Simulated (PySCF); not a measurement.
Potassium: a sound run and one with changed settings

Sound run: K²⁺ [Ne] 3s2 3p5, K³⁺ [Ne] 3s2 3p4. Calculation: PySCF 2.14, in x2c-SVPall (5s3p2d, 24 functions); the spin-free X2C one-electron Hamiltonian (Gaussian nucleus). In the sound run the correlated levels freeze [Ne] 3s2. The sound run starts from symmetry-adapted Hartree-Fock orbitals and uses a fine grid where one is needed.

A second run was set up differently.

| species | method | sound run (hartree) | changed run (hartree) | converged |
| --- | --- | --- | --- | --- |
| K²⁺ | MP2 | -600.07651 | -600.08634 | yes |
| K²⁺ | CCSD(T) | -600.08000 | -600.09198 | yes |
| K³⁺ | MP2 | -598.34101 | -598.35702 | yes |
| K³⁺ | CCSD(T) | -598.34319 | -598.36308 | yes |

Ionisation energy of K²⁺:

```tsv
method	sound run (eV)	changed run (eV)
UHF	46.917	46.917
MP2	47.225	47.057
SCS-MP2	47.231	47.030
CCSD	47.261	47.044
CCSD(T)	47.261	47.046
```

Q: What was changed?
A. all electrons correlated in a valence basis
B. too few SCF iterations
C. basis contracted for another Hamiltonian
D. level shift left on

A: A. A valence basis has no tight correlating functions, so it recovers only part of the core correlation, and not evenly between atom and ion.
